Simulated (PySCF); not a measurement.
Geometry:
```tsv
atom	x (Å)	y (Å)	z (Å)
Re1	0.004	0.010	0.005
O2	-0.003	-0.022	1.693
O3	1.602	0.183	-0.514
O4	-0.865	1.367	-0.501
F5	-0.739	-1.537	-0.683
```

Geometry: PBE0-D3(BJ)/def2-SVP; GIAO absolute shieldings from PySCF, gas phase, scalar relativity only through the core potential, averaged over equivalent atoms.

At KT2/pcSseg-1 (def2-TZVP on Re) (108 basis functions, 11 s wall time on 1 thread of an Arm Neoverse V1, shared host):
```
   atoms  σ (ppm)
O2/O3/O4   -475.0
      F5    166.5
```

Problem. Predict the values at PBE0/pcSseg-1 (def2-TZVP on Re) on the same geometry.

Solution. 
```tsv
atoms	σ at PBE0/pcSseg-1 (def2-TZVP on Re)	change
O2/O3/O4	-561.7	-86.7
F5	201.5	+35.0
```

The largest change is at O2/O3/O4 (oxygen bonded to Re). Cost: 108 basis functions, 7.1 s wall time on 1 thread of an Arm Neoverse V1, shared host.

Re is described by an effective core potential, so it has no shielding of its own here; spin–orbit effects on the atoms bonded to it, which can be large, are absent, and the values of these neighbours are rough.
